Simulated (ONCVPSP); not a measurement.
**Potentials for neon compared**

Generated with ld1.x 7.5 (TM, RRKJ, ultrasoft, PAW), atompaw 4.2 or ONCVPSP 4.0.1. The cutoff is in Ry: for ld1.x and atompaw files where the sum of valence levels is converged to 10 mRy in a Bessel basis, for ONCV files where the hardest occupied wave has 1 mHa per electron of residual kinetic energy. The error is the largest all-electron minus pseudo excitation energy over each file’s own four to seven test configurations (ionisations up to +4, promotions, holes and added fractions of an electron), all of which were solved. The labels leave out finer settings (local radius, basis sizes, second energies), which also bear on the numbers. Spin-polarised tests are not counted. The rows are a selection from randomly drawn settings: files with unsolved tests, undetermined cutoffs or missed reference levels are left out.

A true bound ghost makes a file unfit for plane-wave use even where its test errors are small: the radial tests pick states by their node count and pass the ghost by.

| potential | cutoff (Ry) | largest error (meV) | bound ghosts |
| --- | --- | --- | --- |
| ONCV, LDA (Perdew-Wang 92), scalar-relativistic, rc 0.75/1.50/1.25 (spd), local smoothed, core correction yes, reference 2s2 2p5, qcut 10.8/11.3/7.9, projectors 3/2/3 | 114 | +939 | none |
| ONCV, LDA (Perdew-Zunger), fully relativistic, rc 0.70/1.10 (sp), local smoothed, core correction yes, reference 2s2 2p6, qcut 12.1/12.9, projectors 2/2 | 129 | +438 | none |
| ONCV, PBE, scalar-relativistic, rc 0.70/0.80/0.65 (spd), local smoothed, core correction yes, reference 2s2 2p6, qcut 8.4/12.2/17.6, projectors 3/3/3 | 963 | +159 | s, p |
| ONCV, PBEsol, scalar-relativistic, rc 0.55/1.45 (sp), local smoothed, core correction yes, reference 2s2 2p4, qcut 9.9/7.5, projectors 2/1 | 436 | +699 | none |
| ONCV, PBE, fully relativistic, rc 0.70/0.80/0.70 (spd), local smoothed, core correction yes, reference 2s2 2p5, qcut 10.8/12.4/13.1, projectors 2/2/2 | 141 | +132 | none |
| ONCV, PBE, scalar-relativistic, rc 0.60/1.40 (sp), local smoothed, core correction yes, reference 2s2 2p5.5, qcut 14/9.3, projectors 2/2 | 155 | +1369 | none |
| ONCV, PBE, scalar-relativistic, rc 0.75/1.05/1.00 (spd), local smoothed, core correction no, reference 2s2 2p6, qcut 11.1/10.9/8.1, projectors 2/2/1 | 184 | +487 | none |

**Question.** Fill in the row for Ne: ONCV, PW91, scalar-relativistic, rc 0.70/0.80/0.75 (spd), local s, core correction no, reference 2s2 2p6, qcut 9.8/10.1/15, projectors 0/1/2.

**Answer.** cutoff 407 Ry, largest error +210 meV, bound ghosts: none.

**Question.** Fill in the row for Ne: ONCV, PBE, scalar-relativistic, rc 0.65/0.90/0.90 (spd), local smoothed, core correction no, reference 2s2 2p6, qcut 10.1/17.8/11.3, projectors 2/1/2.

**Answer.** cutoff 364 Ry, largest error +59 meV, bound ghosts: none.
